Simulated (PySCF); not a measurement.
## The third ionisation energy along group 8

All values are computed (PySCF 2.14, energy differences of UHF-based or UKS calculations, no spin-orbit coupling). Values in eV. The last column holds reference values (NIST; (s) semi-empirical, (t) theoretical, else measured). Unmarked ones compare directly (S terms, centres of terms, or small fine structure); those marked * lie between the lowest fine-structure levels and include a spin-orbit shift.

```json
{"element": "Fe (aug-cc-pVTZ, non-relativistic)", "configurations": "[Ar] 3d6 → [Ar] 3d5", "UHF": "28.534", "SCS-MP2 (valence)": "30.325", "CCSD(T) (valence)": "30.135", "LDA": "31.879", "PBE0": "31.196", "r2SCAN": "31.006", "reference": "30.651 ± 0.012 *"}
{"element": "Ru (aug-cc-pVTZ-PP with ECP28MDF, ECP)", "configurations": "[Kr] 4d6 → [Kr] 4d5", "UHF": "26.442", "SCS-MP2 (valence)": "27.942", "CCSD(T) (valence)": "27.739", "LDA": "28.643", "PBE0": "28.301", "r2SCAN": "27.912", "reference": "28.47 (s) *"}
{"element": "Os (aug-cc-pVTZ-PP with ECP60MDF, ECP)", "configurations": "[Xe] 4f14 5d6 → [Xe] 4f14 5d5", "UHF": "24.873", "SCS-MP2 (valence)": "26.359", "CCSD(T) (valence)": "26.243", "LDA": "27.158", "PBE0": "26.720", "r2SCAN": "26.428", "reference": "25 ± 1.6 (t) *"}
```

"Valence" correlates the outer s and p shells and, in groups 3 to 12 and the f block, the outer d or f shell, open or full, or the next shell where the ion has no valence electron left; the wider scheme adds the next inner shell.
